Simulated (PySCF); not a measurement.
Stepwise substitution at one centre (Al SiH3-SH). Isolated molecules, 0 K electronic values unless said otherwise. One relaxed conformer stands for each flexible species; it need not be the lowest. Strings in code marks are SMILES.

Method: B3LYP-D3(BJ)/def2-TZVP // PBE0-D3(BJ)/def2-TZVP in PySCF. B3LYP has the VWN-RPA correlation part, as in Gaussian. Excitations are Tamm–Dancoff values on a coarser integration grid. The basis has no diffuse functions, so Rydberg states are missing or too high.

```
species                                                                                             S1–T1 gap (TDA) (eV)  T1 excitation (TDA) (eV)  S1 oscillator strength
--------------------------------------------------------------------------------------------------  --------------------  ------------------------  ----------------------
0 of 3 SiH3 replaced by SH (`[SiH3][Al]([SiH3])[SiH3]`)                                                             0.51                      2.86                   0.000
1 of 3 SiH3 replaced by SH (`[SiH3][Al]([SiH3])[SH]` (Si–Al–S–H torsion 0°))                                        0.58                      3.39                   0.000
2 of 3 SiH3 replaced by SH (`[SiH3][Al]([SH])[SH]` (S–Al–S–H torsion -179°, S–Al–S–H torsion -1°))                  0.69                      4.42                   0.063
3 of 3 SiH3 replaced by SH (`[SH][Al]([SH])[SH]`)                                                                   0.26                      5.28                   0.000
```
